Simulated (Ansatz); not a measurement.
# The atomisation energy (no zero-point term) down a group: Cl to I

Gas-phase molecules, one atom swapped for its congeners: In(CH3)Cl2; In(CH3)BrCl; In(CH3)ClI. All are singlets with charge 0.

Shapes, held fixed at every level: PBE0-D4/def2-TZVP. Programs: Ansatz 0.2.0. Values in eV.

```tsv
level	In(CH3)Cl2	In(CH3)BrCl	In(CH3)ClI
PBE-D4/def2-TZVPP	22.93	22.54	22.06
r2SCAN-D4/def2-TZVPP	22.86	22.49	21.97
wB97M-V/def2-TZVPP	22.82	22.35	21.82
wB97X-V/def2-TZVPP	22.85	22.43	21.92
B2PLYP/def2-TZVPP	22.28	21.91	21.42
MP2/def2-SVP	21.73	21.44	20.91
CCSD(T)/def2-TZVPP	22.20	21.86	21.37
```

At CCSD(T)/def2-TZVPP the atomisation energy falls at every step, from 22.20 to 21.37 eV. Every level shows the same order. For atoms past krypton def2 sets carry core potentials with scalar relativity. Relativity is left out for Br. Outer-core shells of Br, I, In are correlated in most correlated rows, in sets that cover them unevenly. Spin-orbit coupling, which grows down the group, is left out (summed over each molecule's free atoms 0.26, 0.38, 0.54 eV). Coupled cluster in double- or triple-zeta sets underbinds by a few per cent against its basis-set limit.
